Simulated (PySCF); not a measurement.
**Working out the ionisation energy of N+**

N+ [He] 2s2 2p2 (3P) → N(2+) [He] 2s2 2p1 (2P). All numbers are calculated (PySCF 2.14, the non-relativistic Hamiltonian (point nucleus), in def2-TZVPPD (6s3p3d1f, 37 functions)). Frozen: 1s2. Energies in hartree (1 hartree = 27.21139 eV):

```csv
part,N+ (lower),N(2+) (upper)
UHF,-53.892015,-52.818581
CCSD correlation,-0.091729,-0.082410
(T),-0.001584,-0.001021
```

Task: What does Hartree-Fock give?

Result: (-52.818581) − (-53.892015) = 1.073434 hartree = 29.210 eV.

Task: What do CCSD and CCSD(T) give?

Result: The CCSD correlation energies differ by 0.009319 hartree = 0.254 eV and the triples by 0.000563 hartree = 0.015 eV, so CCSD gives 29.464 eV and CCSD(T) 29.479 eV.

A first-order spin-orbit estimate adds -0.003 eV to CCSD(T) (valence), giving 29.476 eV against 29.601 eV (semi-empirical (NIST evaluation); NIST Atomic Spectra Database, ionization energies).

What remains against the reference includes basis incompleteness, the frozen core and higher excitations.
